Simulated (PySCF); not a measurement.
# Spin-rotation constants: `O=C[C@@]12[C@H]3[C@H]4[C@@H]1[C@]2(F)[C@]43F`, C7H4F2O

Molfile (atoms numbered from 1):
```
C7H4F2O
     RDKit          3D

 14 17  0  0  0  0  0  0  0  0999 V2000
    3.0130    0.2642    0.1815 O   0  0  0  0  0  0  0  0  0  0  0  0
    2.0836   -0.4980    0.1845 C   0  0  0  0  0  0  0  0  0  0  0  0
    0.6875   -0.1264    0.0285 C   0  0  1  0  0  0  0  0  0  0  0  0
   -0.0428    1.2147   -0.1948 C   0  0  1  0  0  0  0  0  0  0  0  0
   -1.1547    0.4887   -0.9305 C   0  0  1  0  0  0  0  0  0  0  0  0
   -0.4510   -0.8632   -0.6968 C   0  0  2  0  0  0  0  0  0  0  0  0
   -0.5372   -0.6607    0.7743 C   0  0  1  0  0  0  0  0  0  0  0  0
   -0.5741   -1.5443    1.7728 F   0  0  0  0  0  0  0  0  0  0  0  0
   -1.2375    0.6993    0.5570 C   0  0  1  0  0  0  0  0  0  0  0  0
   -2.1468    1.3454    1.2938 F   0  0  0  0  0  0  0  0  0  0  0  0
    2.2200   -1.5907    0.3165 H   0  0  0  0  0  0  0  0  0  0  0  0
    0.3389    2.2112   -0.3057 H   0  0  0  0  0  0  0  0  0  0  0  0
   -1.7998    0.8206   -1.7206 H   0  0  0  0  0  0  0  0  0  0  0  0
   -0.3997   -1.7614   -1.2825 H   0  0  0  0  0  0  0  0  0  0  0  0
  1  2  2  0
  3  2  1  1
  3  4  1  0
  4  5  1  0
  5  6  1  0
  6  7  1  0
  7  8  1  1
  7  9  1  0
  9 10  1  1
  6  3  1  0
  7  3  1  0
  9  4  1  0
  9  5  1  0
  2 11  1  0
  4 12  1  6
  5 13  1  6
  6 14  1  1
M  END
```

Method: GIAO wB97X-D/cc-pVDZ magnetisability, rotational g tensor and spin-rotation constants, non-relativistic, gas phase in PySCF. Geometry: GFN2-xTB.

(1) Give the nuclear spin-rotation constants along the inertial axes (H = +C I·J) beside the isotropic shieldings.

Results:

(1) Rotational constants 2.2821, 1.1535, 0.9928 GHz. A star marks the isotopologue with that one atom substituted, in its own axes.
```csv
atom,isotope,Caa (kHz),Cbb (kHz),Ccc (kHz),mean (kHz),σ (ppm)
F8,19F,0.401,0.630,0.659,0.563,390.4
F10,19F,1.384,-0.181,0.734,0.645,402.0
H11,1H,-0.145,0.064,-0.060,-0.047,22.9
H12,1H,-0.242,0.009,-0.086,-0.106,28.9
H13,1H,-0.197,-0.079,-0.041,-0.106,29.4
H14,1H,-0.256,-0.127,0.036,-0.115,28.7
O1,17O*,-1.673,-0.763,-0.267,-0.901,-284.3
C2,13C*,0.979,0.493,0.255,0.576,16.0
C3,13C*,0.414,0.178,0.195,0.262,145.1
C4,13C*,0.350,0.160,0.154,0.222,163.4
C5,13C*,0.271,0.129,0.185,0.195,169.9
C6,13C*,0.316,0.145,0.213,0.224,156.5
C7,13C*,0.610,0.242,0.261,0.371,98.4
C9,13C*,0.487,0.291,0.237,0.339,105.8
```
For the geometry as given, no vibrational averaging.
